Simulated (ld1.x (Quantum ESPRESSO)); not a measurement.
**Sn, TM: configuration errors across variants**

- Element: Sn
- Generator: ld1.x (Quantum ESPRESSO) 7.5
- Type: norm-conserving Troullier–Martins (Kleinman–Bylander form)
- Functional: Wu–Cohen
- Relativity: scalar-relativistic
- Frozen core: [Kr] 4d10
- Valence charge: 4
- Reference configuration: 5s2 5p2
- Partial waves: 5p (bound): rc 2.50 bohr; 5s (bound): rc 2.05 bohr
- Local potential: the s channel
- Core correction: none

All-electron excitation energies from the reference (eV): (1) 5s2 5p1 6.904; (2) 5s2 5p0 20.889; (3) 5s1 5p0 51.934; (4) 5s2 5p1.5 2.627; (5) 5s2 5p2.3 -0.850; (6) 5s1 5p2 14.613; (7) 5s0 5p4 14.274.

2 further variants failed, have other tests or another functional or relativity, and are left out.

Errors AE − PS in meV (a dash: test not solved or not reliable):

| change | (1) | (2) | (3) | (4) | (5) | (6) | (7) | bound ghosts |
| --- | --- | --- | --- | --- | --- | --- | --- | --- |
| base | -10.0 | -45 | -12 | -2.2 | -0.1 | +8.7 | +46 | none |
| all radii scaled by about 0.93 (s 1.90, p 2.32 bohr) | -9.8 | -44 | -9.9 | -2.2 | -0.1 | +8.4 | +46 | none |
| wave 5p (bound): rc 2.50 bohr becomes 5p (bound): rc 3.60 bohr | -14 | -86 | -106 | -2.8 | -0.2 | +22 | +86 | none |
| core correction a·sin(br)/r model core inside 0.88 bohr | -8.4 | -67 | -365 | -1.6 | +0.1 | -38 | -62 | none |

(1) Give the same row for: wave 5s (bound): rc 2.05 bohr becomes 5s (bound): rc 2.80 bohr.

## Answers

(1) -5.8, -17, -7.0, -1.5, 0.0, -6.2, +24; bound ghosts: none.
